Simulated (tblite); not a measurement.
Species: C7H11 (doublet state).
Atom-mapped SMILES: `[CH2:1]=[CH:2][CH:3]1[CH2:4][C:5]([CH3:6])[CH2:7]1` (hydrogens: H8, H9 on C1; H10 on C2; H11 on C3; H12, H13 on C4; H14, H15, H16 on C6; H17, H18 on C7)

Structure used (GFN2-xTB), in Å, numbered top down from 1:
```
atom  x, y, z in Å
C1     3.081    0.249    0.072
C2     1.853    0.183   -0.408
C3     0.632   -0.003    0.418
C4    -0.505    1.017    0.143
C5    -1.377   -0.122   -0.256
C6    -2.644   -0.163   -1.008
C7    -0.309   -1.141   -0.058
H8     3.281    0.173    1.129
H9     3.939    0.382   -0.565
H10    1.679    0.263   -1.474
H11    0.895   -0.076    1.473
H12   -0.831    1.586    1.019
H13   -0.282    1.740   -0.651
H14   -3.136   -1.127   -0.878
H15   -3.314    0.629   -0.672
H16   -2.487   -0.018   -2.086
H17   -0.511   -1.911    0.693
H18    0.026   -1.653   -0.967
```

Level: GFN2-xTB in tblite, geometry and Hessian alike; calculated harmonic values, unscaled, isolated species. Errors from tens to a few hundred cm⁻¹ against measured bands are possible. One conformer, not necessarily the lowest. Open shells enter through the occupations alone, without spin polarisation, and single modes of such species can be off by tens of per cent.

Harmonic wavenumbers (cm⁻¹): 40.6, 64.6, 74.9, 150.2, 271.7, 319.7, 331.4, 406.6, 649.4, 659.4, 810.4, 825.0, 894.4, 921.0, 945.7, 967.8, 980.5, 993.4, 1024.2, 1033.7, 1049.5, 1062.2, 1199.4, 1202.7, 1205.6, 1213.1, 1253.6, 1263.2, 1313.5, 1383.0, 1392.2, 1422.7, 1450.6, 1459.3, 1468.2, 1476.9, 1713.7, 2850.2, 2871.8, 2873.2, 2922.1, 2923.2, 2976.8, 2995.2, 3003.5, 3046.9, 3095.2, 3121.2.

A = 7772, B = 1407, C = 1335 MHz; mass 95.086 u (most abundant isotopes); point group Cs, symmetry number 1; spin multiplicity 2.

Q: What is the zero-point energy?

A: ½Σν̃ = 33787 cm⁻¹ = 404.18 kJ/mol.

Q: Give the ideal-gas entropy at 200 K and 1 bar in the rigid-rotor, harmonic-oscillator model (classical rotation).

A: Translation 157.36, rotation 110.03, vibration 68.45, spin (R ln 2) 5.76: S = 341.6 J/(mol K).

Q: And Cp and H(200 K) − H(0)?

A: Cp = 95.89 J/(mol K), of which vibrations give 62.63 (their classical limit is 48 R = 399.1); H(200 K) − H(0) = 13.53 kJ/mol without the zero-point energy, 6.88 from vibrations.

Q: What must be added to the electronic energy to get the Gibbs energy at 200 K and 1 bar?

A: ZPE + [H(200 K) − H(0)] − T·S = 404.18 + 13.53 − 68.32 = 349.39 kJ/mol.

Q: Which modes carry the vibrational entropy at 200 K?

A: 40.6 cm⁻¹: 18.58; 64.6 cm⁻¹: 14.76; 74.9 cm⁻¹: 13.56; 150.2 cm⁻¹: 8.06; 271.7 cm⁻¹: 3.95; 319.7 cm⁻¹: 3.01 J/(mol K); the other 42 give 6.53 together.

Q: How do the functions run with temperature in this model?

A: 
```tsv
T (K)	S (J/(mol K))	Cp (J/(mol K))	H − H(0) (kJ/mol)	G − H(0) (kJ/mol)	ln q(vib)
150	316.1	82.2	9.09	-38.34	3.04
250	364.7	112.4	18.72	-72.46	5.11
298.15	386.1	130.6	24.57	-90.54	6.07
400	430.1	170.6	39.92	-132.11	8.10
600	512.3	235.9	80.94	-226.46	12.15
900	621.2	299.9	162.11	-396.94	18.18
```

q(vib) and H(0) count from the zero-point level.

Q: Blend soft modes into free rotors: weight 1/[1 + (100 cm⁻¹/ν̃)⁴] for the oscillator and the rest for a rotor with moment μB/(μ + B), μ = h/(8π²ν), B = 10⁻⁴⁴ kg m². What vibrational entropy results?

A: 60.36 J/(mol K) in place of 68.45, which changes −T·S at 200 K by +1.62 kJ/mol.

Hindered rotation and anharmonicity are outside this model. Other conformers, if any are populated, would add a mixing term that is left out.
